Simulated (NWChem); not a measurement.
Molecule: SnNH$_{4}$O$_{2}$Cl; SMILES [NH2][Sn]([OH])([OH])[Cl]

```xyz
9

N      1.9410     0.7008     0.3978
Sn     0.0197     0.2401     0.0084
O     -1.2582     0.8722     1.3646
O     -0.6095     1.0857    -1.6501
Cl    -0.1021    -2.1007    -0.0886
H      2.5660    -0.0434     0.0902
H      2.2247     1.5644    -0.0637
H     -1.1130     0.4570     2.2235
H     -1.5719     1.1626    -1.6645
```
Atoms are numbered in this order, from 1.

Program: NWChem. Geometry: optimised at PBE0/def2-SVP. No frequency run checked for a minimum. def2 effective core potentials on Sn; no spin-orbit coupling.

For level TPSS/STO-3G (all-electron, non-relativistic):

| Property | Value |
|---|---|
| highest occupied level (eV) | -2.64 |
| orbital gap (eV) | 4.82 |
| dipole (D) | 2.31 |

**Question.** Estimate the same quantities for level TPSS/def2-SVP (core potentials).

**Answer.** highest occupied level (eV): -6.59
orbital gap (eV): 4.28
dipole (D): 1.31
